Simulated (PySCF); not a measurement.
**Electric field gradients and quadrupole coupling constants**

Species: C₆H₇NO.
Geometry (GFN2-xTB, Å), atoms numbered from 1 in this order:
```
atom  x, y, z in Å
N1     2.5976    0.3545   -0.3833
C2     1.6899   -0.6503   -0.4868
O3     2.0306   -1.7944   -0.7132
C4     0.2762   -0.2545   -0.3108
C5    -0.7473   -1.1324   -0.2525
C6    -2.0295   -0.4012   -0.0713
C7    -1.5911    1.0243   -0.0347
C8    -0.2620    1.0923   -0.1749
H9     2.3413    1.2941   -0.1445
H10    3.5733    0.1260   -0.4725
H11   -0.6661   -2.2005   -0.3215
H12   -2.5411   -0.6985    0.8465
H13   -2.7208   -0.5929   -0.8948
H14   -2.2749    1.8443    0.0845
H15    0.3195    1.9971   -0.1977
```

Field gradients from the B3LYP/pcJ-1 density (PySCF, non-relativistic), principal values in atomic units, ordered |Vxx| ≤ |Vyy| ≤ |Vzz|:

```json
{"atom": "N1", "Vxx": "0.4878", "Vyy": "0.4999", "Vzz": "-0.9877"}
{"atom": "O3", "Vxx": "0.7432", "Vyy": "0.8500", "Vzz": "-1.5932"}
```

Problem. Find the asymmetry η = (Vxx − Vyy)/Vzz and the couplings χ = eQV/h (234.96 MHz × Q in barn × V in au), with Q(14N) = 0.02044 b, Q(17O) = −0.0256 b.

Solution. 
```tsv
atom	environment	nucleus	η	χzz (MHz)	χxx (MHz)	χyy (MHz)
N1	amide nitrogen	14N	0.01	-4.744	2.343	2.401
O3	amide oxygen	17O	0.07	9.58	-4.47	-5.11
```

The gradient is axial or nearly so (η below 0.05) at N1. 

Problem. What is Vzz at N1 in SI units (1 au = 9.71736 × 10²¹ V/m²)?

Solution. -0.9877 au = -9.598 × 10²¹ V/m².

Problem. And the gradient at the other heavy atoms, for which no coupling is worked out here?

Solution. 
```csv
atom,environment,Vzz (au),η
C2,amide carbonyl carbon,0.372,0.57
C4,fully substituted alkene carbon,0.219,0.68
C5,alkene CH carbon,0.332,0.40
C6,allylic carbon,-0.042,0.25
C7,alkene CH carbon,0.251,0.61
C8,alkene CH carbon,0.248,0.63
```

Were the hydrogens deuterons (Q(2H) = 0.00286 b), χzz would run from 201 kHz (H13 and H12) to 277 kHz (H9).

Isolated species at its GFN2-xTB geometry (one conformer only). GFN2-xTB bond lengths can be off by several hundredths of an ångström, more for odd bonds, and the gradients follow them. These gradients aren't converged with respect to the basis.

The run behind these numbers computed spin–spin couplings as well. The run took 76 s of wall time on an Arm Neoverse V2 with one thread, no GPU, shared host.
